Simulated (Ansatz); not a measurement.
Redistribution: C2H3F3O + CHBr2F → C2H4F2O + CBr2F2

Species: C2H3F3O `FCOC(F)F`, singlet; CHBr2F (dibromofluoromethane) `FC(Br)Br`, singlet; C2H4F2O `COC(F)F`, singlet; CBr2F2 `FC(F)(Br)Br`, singlet. The partners trade F for H; both sit on C, so the bond types are kept.

Shapes, held fixed at every level: PBE0-D4/def2-TZVP. Flexible molecules stand in one conformer, not always the lowest. Programs: Ansatz 0.2.0. Electronic energies: no zero-point or thermal term.

Task: Estimate ΔE of this reaction.

Result: The highest level, CCSD(T)/def2-TZVPP, gives ΔE = +10.2 kJ/mol; the levels span +0.6 to +12.2. The column of differences is taken from that level and isn't an error. No measured value is set beside it here. Relativity is left out for Br. Outer-core shells of Br are correlated, in sets that cover them unevenly. Times are processor times on shared x86 and Arm servers, and rough.

```
               level                    kind  ΔE (kJ/mol)  less CCSD(T)/def2-TZVPP  CPU time (sum over the molecules)
r2SCAN-D4/def2-TZVPP                meta-GGA         +0.6                     -9.6                               63 s
 B3LYP-D4/def2-TZVPP           global hybrid         +7.2                     -3.0                               56 s
  wB97X-V/def2-TZVPP  range-separated hybrid         +6.1                     -4.1                               97 s
   B2PLYP/def2-TZVPP           double hybrid         +9.3                     -0.9                               71 s
      MP2/def2-TZVPP     perturbation theory         +8.8                     -1.4                                  –
     CCSD/def2-TZVPP   coupled cluster or CI        +12.2                     +2.0                                  –
  CCSD(T)/def2-TZVPP   coupled cluster or CI        +10.2                      0.0                             28 min
```
